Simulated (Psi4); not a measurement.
Interaction energy of CH4 ··· C3H6 (SMILES C and C1CC1), singlet. Monomers: optimised at B3LYP-D3(BJ) (def2-TZVP), held rigid. Orientation: a random orientation, not optimised. R is the distance of the centres of mass, along which the second monomer moves.

Geometry at R = 4.40 Å (first 5 atoms: monomer A):
```
14

C      0.0000     0.0000     0.0000
H     -0.7229    -0.0529    -0.8130
H      0.4033     1.0098     0.0621
H     -0.4904    -0.2535     0.9389
H      0.8099    -0.7035    -0.1881
C      2.0708     0.8296     3.0315
C      3.2278     0.2083     3.7634
C      1.8255     0.0105     4.2681
H      1.9436     1.9016     3.0980
H      1.7869     0.4074     2.0771
H      3.7266    -0.6343     3.3042
H      3.8833     0.8600     4.3251
H      1.3756    -0.9660     4.1502
H      1.5323     0.5283     5.1712
```

Levels: PBE/def2-TZVP, counterpoise-corrected (Psi4); PBE-D3(BJ)/def2-TZVP, counterpoise-corrected (Psi4); SAPT0/jun-cc-pVDZ, frozen core (Psi4).

Interaction energies in kcal/mol; the last columns give the difference from SAPT0:

| R / Å | PBE/def2-TZVP | PBE-D3(BJ)/def2-TZVP | SAPT0/jun-cc-pVDZ | PBE/def2-TZVP − SAPT0/jun-cc-pVDZ | PBE-D3(BJ)/def2-TZVP − SAPT0/jun-cc-pVDZ |
|---|---|---|---|---|---|
| 3.82 | 3.25 | 2.12 | 2.97 | 0.28 | -0.85 |
| 4.00 | 1.49 | 0.50 | 1.28 | 0.21 | -0.77 |
| 4.22 | 0.43 | -0.38 | 0.27 | 0.17 | -0.65 |
| 4.40 | 0.04 | -0.65 | -0.09 | 0.14 | -0.56 |
| 4.63 | -0.16 | -0.72 | -0.26 | 0.10 | -0.46 |
| 4.78 | -0.21 | -0.68 | -0.28 | 0.08 | -0.40 |
| 5.13 | -0.19 | -0.52 | -0.24 | 0.04 | -0.28 |
| 5.37 | -0.15 | -0.40 | -0.19 | 0.04 | -0.21 |
| 5.90 | -0.07 | -0.21 | -0.11 | 0.04 | -0.10 |
| 6.63 | -0.02 | -0.08 | -0.05 | 0.03 | -0.03 |
| 7.62 | 0.00 | -0.03 | -0.02 | 0.02 | -0.01 |
| 8.92 | 0.00 | -0.01 | -0.01 | 0.01 | 0.00 |

PBE/def2-TZVP is furthest from SAPT0/jun-cc-pVDZ at 3.82 (0.28 kcal/mol, above); its mean absolute difference over the points is 0.09 kcal/mol.

PBE-D3(BJ)/def2-TZVP is furthest from SAPT0/jun-cc-pVDZ at 3.82 (-0.85 kcal/mol, below); its mean absolute difference over the points is 0.36 kcal/mol.
